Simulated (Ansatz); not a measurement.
# VN: state-averaged CASSCF

Computed with Ansatz's Gaussian-basis code (development build). State-averaged CASSCF with equal weights; occupations are averaged over the states; levels count from the state that is lowest in CASSCF. A minimal or small basis: far from the basis limit. No symmetry is imposed, so a solution can break that of the shape. Lower solutions, or ones in other orbitals, may exist. The average may hold one member of a degenerate pair alone.

Geometry: bond length 2.3490 Å.

Basis def2-SVP, nonrelativistic, 10 orbitals frozen in the corrections; active space CAS(8,9). Averaged: 2 triplets.

CASSCF levels: triplet 0.00, triplet 0.70 eV.

(1) How does SC-NEVPT2 move them?

Answers

(1) triplet 0.00, triplet 0.65 eV, in the same order of listing. The lowest state stays.
